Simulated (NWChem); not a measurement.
# CH₅FSi; SMILES C[SiH2]F

All runs: NWChem. Coordinates come from a PBE0/def2-SVP optimisation. Level: PBE0/def2-SVP with SMD (1 M gas to 1 M solution), gas-phase geometry. Reactions with the solvent are ignored.

For solvent n-hexane:

* **solvation free energy (kcal/mol)**: -1.4
* **cavity-dispersion-structure term (kcal/mol)**: -0.2
* **dipole in solution (D)**: 2.00

Question: Estimate the same quantities for solvent water.

Answer: 
| Property | Value |
|---|---|
| solvation free energy (kcal/mol) | 0.8 |
| cavity-dispersion-structure term (kcal/mol) | 3.3 |
| dipole in solution (D) | 2.22 |
